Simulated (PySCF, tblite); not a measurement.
Isomers of C5H5OPS, one GFN2-xTB conformer each. Single-point energies are computed at PBE0/pcSseg-1 (PySCF, gas phase, no added dispersion term), electronic only.

```tsv
SMILES	GFN2-xTB relative energy (kcal/mol)
Cc1pcsc1C=O	6.4
CC(=O)c1cpcs1	2.3
CC(=O)c1pccs1	0.0
Cc1cpc(C=O)s1	3.6
```

Conformers: `[CH3:1][c:2]1[p:3][cH:4][s:5][c:6]1[CH:7]=[O:8]` with S5–C6–C7–O8 180°; `[CH3:1][C:2](=[O:3])[c:4]1[cH:5][p:6][cH:7][s:8]1` with C1–C2–C4–C5 180°; `[CH3:1][C:2](=[O:3])[c:4]1[p:5][cH:6][cH:7][s:8]1` with C1–C2–C4–P5 177°; `[CH3:1][c:2]1[cH:3][p:4][c:5]([CH:6]=[O:7])[s:8]1` with P4–C5–C6–O7 180°.

What does PBE0/pcSseg-1 give for the same structures?

```tsv
SMILES	PBE0/pcSseg-1 E (Eh)	PBE0/pcSseg-1 (kcal/mol)	GFN2-xTB (kcal/mol)	point group
CC(=O)c1cpcs1	-1007.65742	0.0	2.3	Cs
Cc1cpc(C=O)s1	-1007.65627	0.7	3.6	Cs
CC(=O)c1pccs1	-1007.65597	0.9	0.0	near Cs
Cc1pcsc1C=O	-1007.65025	4.5	6.4	Cs
```

GFN2-xTB puts CC(=O)c1pccs1 lowest instead; measured from each level's own lowest isomer, the values differ by up to 2.9 kcal/mol (Cc1cpc(C=O)s1: 3.6 against 0.7). Neighbours under 2.5 kcal/mol apart (CC(=O)c1cpcs1 and Cc1cpc(C=O)s1; Cc1cpc(C=O)s1 and CC(=O)c1pccs1) can change places with a better method, another conformer or zero-point energy.

Which frontier levels, dipoles and rotational constants go with these structures?

```tsv
SMILES	HOMO (eV, PBE0/pcSseg-1)	LUMO (eV)	dipole (D)	A, B, C (MHz)
CC(=O)c1cpcs1	-7.39	-2.29	2.99	2949, 1113, 812.1
Cc1cpc(C=O)s1	-7.34	-2.63	4.36	2541, 1226, 831.0
CC(=O)c1pccs1	-7.28	-2.53	4.03	2502, 1362, 886.7
Cc1pcsc1C=O	-7.42	-2.32	2.27	2254, 1394, 865.8
```

What happens when harmonic zero-point energies from GFN2-xTB frequencies are added?

```json
{"SMILES": "CC(=O)c1cpcs1", "ZPE (kcal/mol)": "53.9", "electronic (kcal/mol)": "0.0", "with ZPE (kcal/mol)": "0.0"}
{"SMILES": "Cc1cpc(C=O)s1", "ZPE (kcal/mol)": "53.6", "electronic (kcal/mol)": "0.7", "with ZPE (kcal/mol)": "0.5"}
{"SMILES": "CC(=O)c1pccs1", "ZPE (kcal/mol)": "53.9", "electronic (kcal/mol)": "0.9", "with ZPE (kcal/mol)": "1.0"}
{"SMILES": "Cc1pcsc1C=O", "ZPE (kcal/mol)": "53.7", "electronic (kcal/mol)": "4.5", "with ZPE (kcal/mol)": "4.3"}
```

The zero-point energies span 0.3 kcal/mol. The order is unchanged.
